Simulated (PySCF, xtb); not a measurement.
CH₈GeSi, SMILES C[SiH2][GeH3].

GFN2-xTB run with xtb 6.7.1 at its own geometry gives an orbital gap of 5.20 eV and a dipole moment of 1.69 D.

Coordinates come from a B3LYP-D3(BJ)/def2-SVP optimisation. The structure was generated by enumeration, and PubChem lists no compound with its InChIKey, so it may never have been made.

### Question
What does CAM-B3LYP/def2-TZVP run with PySCF give? (The exact figures need the calculation; the answer reports its results.)

### Answer
gap 10.41 eV (levels -9.21 and 1.19 eV), dipole 0.98 D.
